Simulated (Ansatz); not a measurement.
Wavefunction ladder for `[SiH3]N([SiH2]Cl)[SiH2]Cl`

```xyz
13

Si   -1.360   -0.862    0.650
N     0.007    0.012    0.001
Si    0.448    1.601    0.516
Cl   -0.919    2.144    1.960
Si    0.896   -0.838   -1.209
Cl    2.438    0.388   -1.811
H    -1.215   -1.131    2.100
H    -2.644   -0.173    0.383
H    -1.344   -2.159   -0.086
H     0.344    2.595   -0.572
H     1.782    1.637    1.151
H     0.068   -1.129   -2.402
H     1.498   -2.083   -0.682
```

Total charge 0; spin multiplicity 1. The geometry is a stationary point of PBE0-D4/def2-TZVP. It is one conformer, not always the lowest. Frozen core, restricted reference, Ansatz. CBS rows extrapolate triple and quadruple zeta; past MP2 they add the triple-zeta difference.

```tsv
basis	HF (Eh)	MP2 corr.	CCSD corr.	(T)	CCSD(T) total
def2-TZVPP	?	-0.95660	-1.03723	?	?
def2-QZVPP	-1844.65360	?	–	–	–
CBS(def2)	-1844.66136	?	-1.18148	as TZ	?
```

Fill in the withheld values. (Estimate.)

Ansatz gave: def2-TZVPP HF (Eh): -1844.59729; def2-TZVPP (T): -0.04188; def2-TZVPP CCSD(T) total: -1845.67640; def2-QZVPP MP2 corr.: -1.03947; CBS(def2) MP2 corr.: -1.10085; CBS(def2) CCSD(T) total: -1845.88472.
